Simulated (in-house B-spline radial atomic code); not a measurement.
# Response and correlation of the erbium ion Er⁶²⁺

Closed shell [He] 2s2 (2p1/2)2. Computed with an all-electron radial atomic-structure program (B-spline basis): Dirac-Hartree-Fock, relativistic RPA (time-dependent Dirac-Hartree-Fock) for the response and second-order many-body perturbation theory for correlation, no-pair Dirac-Coulomb Hamiltonian, finite nucleus.

The shells are closed in jj coupling only; the real ground state mixes other jj configurations.

Command:
```bash
python run_mb.py task.json out
```
Settings (nuclear radius in fm, box in bohr, cutoff in hartree; a minus after a letter marks j = l - 1/2):
```
basis_form          2
Z                   68
core_configuration  [He] 2s2 2p-2
rms_radius          5.2516
mass_number         166
speed_of_light      137.036
box_radius          1.636
lmax                7
intervals           55
virtual_cutoff      115600.0
```

Run time, properties included: 0.4 s on 1 thread of Arm Neoverse V1, on a shared host.

```
multipole (bohr³, bohr⁵, bohr⁷)   uncoupled  coupled RPA
                         dipole  0.00011349            ?
                     quadrupole  5.8716e-07    6.618e-07
                       octupole  4.1734e-09   4.2334e-09
```

Q: What is the coupled dipole polarisability?

A: 0.00012305 atomic units, +8 % against the uncoupled value.

Q: Which subshells carry the dipole polarisability?

A: 2s1/2 89.3 %, 2p1/2 10.6 %, 1s1/2 0.2 %.

Q: What does the dipole shielding factor come to?

A: The dipole shielding factor is 0.088, against the exact N/Z = 6/68 = 0.088 of the non-relativistic theorem.

Dipole polarisability at imaginary frequency:

```
u (Eh)  α(iu) (bohr³)
     0      0.0001231
    25      0.0001016
    75      5.083e-05
   150      2.847e-05
   250      1.884e-05
   500      9.113e-06
  1000      3.362e-06
  2500      7.157e-07
```

Q: What dispersion coefficients follow for two such ions (the dispersion part alone)?

A: C6 = (3/π)∫α(iu)²du = 7.958e-07 hartree·bohr⁶ and C8 = 2.829e-08 hartree·bohr⁸.

Lowest J = 1 odd-parity excitations:

```csv
energy (eV),oscillator strength,leading channel,weight
1312.5,0.234,2s1/2 → p3/2,1.0
8564.8,0.0365,2p1/2 → s1/2,0.998
8887.1,0.354,2s1/2 → p1/2,0.992
9033.4,1.08,2p1/2 → d3/2,0.992
9195,0.341,2s1/2 → p3/2,0.998
11537,0.00819,2p1/2 → s1/2,0.999
11728,0.255,2p1/2 → d3/2,0.995
11810,0.0442,2s1/2 → p1/2,0.995
```

Second-order correlation energy by the highest angular momentum of the excited pair (hartree): s -0.02209, p -0.1762, d -0.07515, f -0.01453, g -0.004265, h -0.0017, i -0.000809, k -0.0004287.

Q: What is the second-order correlation energy at the partial-wave limit?

A: The listed waves sum to -0.29517 hartree; extrapolating the increments as (l + 1/2)⁻⁴ gives -0.29605 hartree, -1.34 eV per electron.
